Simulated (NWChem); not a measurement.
System: C2H7FSi; SMILES [SiH3][C@@H](C)F

NWChem input:

```
start job
memory heap 200 mb stack 900 mb global 1100 mb
geometry units angstroms noautoz
  C      1.150254    -1.283095     0.129878
  C     -0.035163    -0.500275    -0.388853
  F     -1.205100    -1.030585     0.149584
  Si    -0.015779     1.361996     0.037986
  H      1.233102    -1.199750     1.224421
  H      1.045887    -2.349604    -0.123780
  H      2.086889    -0.914662    -0.316048
  H     -0.100947    -0.614083    -1.487500
  H     -1.256587     2.007492    -0.481945
  H      0.052730     1.529213     1.520658
  H      1.179408     2.007796    -0.589414
end
basis spherical
  * library def2-tzvp
end
dft
  xc b3lyp
  iterations 150
  semidirect filesize 400000000
  mulliken
end
task dft energy
```

Excerpt of the output:

```
             Northwest Computational Chemistry Package (NWChem) 7.3.0
             --------------------------------------------------------

 C1  symmetry detected

                             Geometry "geometry" -> ""
                             -------------------------

 Output coordinates in angstroms (scale by  1.889725989 to convert to a.u.)

  No.       Tag          Charge          X              Y              Z
 ---- ---------------- ---------- -------------- -------------- --------------
    1 C                    6.0000     1.13957072    -1.28467848     0.13204423
    2 C                    6.0000    -0.03134835    -0.48596223    -0.39531082
    3 F                    9.0000    -1.21333991    -1.00978289     0.12276598
    4 Si                  14.0000    -0.00003368     1.37218080     0.04847339
    5 H                    1.0000     1.20858077    -1.21183659     1.22829522
    6 H                    1.0000     1.02850660    -2.34784760    -0.13255447
    7 H                    1.0000     2.08552344    -0.92130425    -0.29808437
    8 H                    1.0000    -0.08353033    -0.58939174    -1.49571274
    9 H                    1.0000    -1.22762057     2.03412645    -0.48205108
   10 H                    1.0000     0.05025055     1.52558475     1.53336732
   11 H                    1.0000     1.20948599     2.01202807    -0.55718164

 Effective nuclear repulsion energy (a.u.)     172.2544038846

                                 NWChem DFT Module
                                 -----------------

 Summary of "ao basis" -> "ao basis" (spherical)
 ------------------------------------------------------------------------------
       Tag                 Description            Shells   Functions and Types
 ---------------- ------------------------------  ------  ---------------------
 C                         def2-tzvp                11       31   5s3p2d1f
 F                         def2-tzvp                11       31   5s3p2d1f
 Si                        def2-tzvp                13       37   5s5p2d1f
 H                         def2-tzvp                 4        6   3s1p

            General Information
            -------------------
          SCF calculation type: DFT
          Wavefunction type:  closed shell.
          No. of atoms     :    11
          No. of electrons :    42
           Alpha electrons :    21
            Beta electrons :    21
          Charge           :     0
          Spin multiplicity:     1
          Use of symmetry is: off; symmetry adaption is: off
          Maximum number of iterations: 150
          AO basis - number of functions:   172
                     number of shells:    74
          Convergence on energy requested:  1.00D-06
          Convergence on density requested:  1.00D-05
          Convergence on gradient requested:  5.00D-04

              XC Information
              --------------
                         B3LYP Method XC Potential
                     Hartree-Fock (Exact) Exchange  0.200
                        Slater Exchange Functional  0.800 local
                    Becke 1988 Exchange Functional  0.720 non-local
              Lee-Yang-Parr Correlation Functional  0.810
                  VWN I RPA Correlation Functional  0.190 local

             Grid Information
             ----------------
          Grid used for XC integration:  medium
          Radial quadrature: Mura-Knowles
          Angular quadrature: Lebedev.
          Tag              B.-S. Rad. Rad. Pts. Rad. Cut. Ang. Pts.
          ---              ---------- --------- --------- ---------
          C                   0.70       49          11.0       434
          F                   0.50       49          11.0       434
          Si                  1.10       88          11.0       590
          H                   0.35       45          12.0       434
          Grid pruning is: on
          Number of quadrature shells:   550
          Spatial weights used:  Erf1

      Superposition of Atomic Density Guess
      -------------------------------------

 Sum of atomic energies:        -467.09480968

      Non-variational initial energy
      ------------------------------

 Total energy =    -468.897825
 1-e energy   =    -986.341676
 2-e energy   =     345.189447
 HOMO         =      -0.324051
 LUMO         =       0.060066

------------------------------------------------------------
EAF file 0: "./job.aoints.0" size=522190848 bytes
------------------------------------------------------------
               write      read    awrite     aread      wait
               -----      ----    ------     -----      ----
     calls:      996         0         0         0         0
   data(b): 5.22e+08  0.00e+00  0.00e+00  0.00e+00
   time(s): 0.00e+00  0.00e+00  0.00e+00  0.00e+00  0.00e+00
rate(mb/s): 0.00e+00  0.00e+00
------------------------------------------------------------

     ---------------------------------------------
      Total Density - Mulliken Population Analysis
     ---------------------------------------------

    Atom       Charge   Shell Charges
 -----------   ------   -------------------------------------------------------
    1 C    6     6.52   0.86  1.12  0.56  0.66  0.13  1.27  1.42  0.44  0.01  0.04  0.00
    2 C    6     5.88   0.86  1.12  0.53  0.67  0.09  1.03  1.20  0.24  0.02  0.11  0.01
    3 F    9     9.39   0.77  1.20  0.61  1.00  0.31  2.33  2.31  0.83  0.00  0.01  0.00
    4 Si  14    13.70   2.00  0.59  1.39  0.89  0.47  4.12  1.73  0.52  1.33  0.49  0.08  0.08  0.01
    5 H    1     0.84   0.24  0.44  0.13  0.02
    6 H    1     0.83   0.24  0.44  0.13  0.02
    7 H    1     0.82   0.24  0.43  0.13  0.02
    8 H    1     0.88   0.25  0.46  0.15  0.02
    9 H    1     1.05   0.23  0.55  0.26  0.01
   10 H    1     1.05   0.23  0.55  0.27  0.01
   11 H    1     1.04   0.22  0.54  0.27  0.01

   convergence    iter        energy       DeltaE   RMS-Dens  Diis-err
 ---------------- ----- ----------------- --------- --------- ---------
 d= 0,ls=0.0,diis     1   -469.7874736970 -6.42D+02  4.65D-03  9.10D-01
 d= 0,ls=0.0,diis     2   -469.7875492016 -7.55D-05  2.88D-03  8.32D-01
 d= 0,ls=0.0,diis     3   -469.8456958066 -5.81D-02  7.82D-04  1.58D-01
 d= 0,ls=0.0,diis     4   -469.8569479462 -1.13D-02  1.95D-04  2.50D-03
 d= 0,ls=0.0,diis     5   -469.8571675289 -2.20D-04  6.69D-05  3.52D-04
  Resetting Diis
 d= 0,ls=0.0,diis     6   -469.8572073407 -3.98D-05  1.26D-05  7.55D-06
 d= 0,ls=0.0,diis     7   -469.8572082662 -9.25D-07  4.73D-06  5.87D-07

         Total DFT energy =     -469.857208266158
      One electron energy =     -990.086007338534
           Coulomb energy =      392.867520684258
    Exchange-Corr. energy =      -44.893125496512
 Nuclear repulsion energy =      172.254403884630

 Numeric. integr. density =       41.999989548229

                       DFT Final Molecular Orbital Analysis
                       ------------------------------------

 Vector   19  Occ=2.000000D+00  E=-3.521306D-01
              MO Center=  1.2D-01,  1.6D+00, -3.0D-01, r^2= 2.8D+00
   Bfn.  Coefficient  Atom+Function         Bfn.  Coefficient  Atom+Function
  ----- ------------  ---------------      ----- ------------  ---------------
   108      0.275337   4 Si px              168      0.235563  11 H  s
   156     -0.205210   9 H  s               169      0.162789  11 H  s
   167      0.149754  11 H  s               155     -0.127917   9 H  s
   157     -0.127161   9 H  s                99     -0.121240   4 Si px
   105      0.121055   4 Si px               69      0.090498   3 F  py

 Vector   20  Occ=2.000000D+00  E=-3.413529D-01
              MO Center= -2.3D-01,  1.5D-01,  6.9D-02, r^2= 3.8D+00
   Bfn.  Coefficient  Atom+Function         Bfn.  Coefficient  Atom+Function
  ----- ------------  ---------------      ----- ------------  ---------------
    70      0.195502   3 F  pz               73      0.155468   3 F  pz
   162      0.155451  10 H  s                39     -0.150931   2 C  pz
   110      0.148076   4 Si pz              150      0.148765   8 H  s
     6      0.139841   1 C  px              156     -0.136037   9 H  s
    68      0.128474   3 F  px              151      0.120702   8 H  s

 Vector   21  Occ=2.000000D+00  E=-2.980101D-01
              MO Center= -1.0D-01, -1.9D-01, -1.5D-01, r^2= 2.9D+00
   Bfn.  Coefficient  Atom+Function         Bfn.  Coefficient  Atom+Function
  ----- ------------  ---------------      ----- ------------  ---------------
    38      0.248164   2 C  py              109     -0.247233   4 Si py
    69     -0.233323   3 F  py               41      0.204205   2 C  py
    72     -0.183882   3 F  py               75     -0.158849   3 F  py
   150     -0.126060   8 H  s               151     -0.120838   8 H  s
    39      0.119133   2 C  pz               97      0.114070   4 Si s

 Vector   22  Occ=0.000000D+00  E= 1.100416D-02
              MO Center=  2.9D-01,  1.1D+00, -7.8D-02, r^2= 6.5D+00
   Bfn.  Coefficient  Atom+Function         Bfn.  Coefficient  Atom+Function
  ----- ------------  ---------------      ----- ------------  ---------------
    36      1.836703   2 C  s                 5      1.401314   1 C  s
   112      1.350911   4 Si py              151     -0.814480   8 H  s
   145     -0.696190   7 H  s               133     -0.606682   5 H  s
    44      0.580031   2 C  py               98     -0.450517   4 Si s
   139     -0.447075   6 H  s               157     -0.417765   9 H  s

[...]
```

Level: B3LYP/def2-TZVP. All runs use the structure optimised with PBE0/def2-SVP. B3LYP is NWChem's, with the RPA form of VWN correlation.
